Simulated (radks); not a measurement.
The nuclear charge of neutral molybdenum is varied continuously with 42 electrons held in [Kr] 4d5 5s1. Method: Dirac Kohn-Sham, PBE, spin-unpolarised, spherical densities, point nucleus; open shells fill j = l - 1/2 first; computed with a radial shooting solver on a logarithmic mesh with Libxc functionals. By the Hellmann-Feynman theorem dE/dZ = E(electron-nucleus)/Z, the electronic potential at the nucleus.

| Z | E (hartree) | E(electron-nucleus)/Z (hartree) | HOMO | e(HOMO) (eV) | <r> HOMO (bohr) |
|---|---|---|---|---|---|
| 41.75 | -3991.22075 | -231.024 | 4d5/2 | -1.648 | 2.156 |
| 42 | -4049.21711 | -232.946 | 4d5/2 | -3.609 | 2.021 |
| 42.25 | -4107.69324 | -234.863 | 5s1/2 | -5.681 | 3.435 |
| 42.5 | -4166.64828 | -236.777 | 5s1/2 | -7.444 | 3.287 |
| 42.75 | -4226.08164 | -238.689 | 5s1/2 | -9.344 | 3.156 |
| 43 | -4285.99291 | -240.601 | 5s1/2 | -11.370 | 3.039 |

The central difference of E at Z = 42 is -232.945 hartree, to compare with the third column; the second derivative is -7.68 hartree.
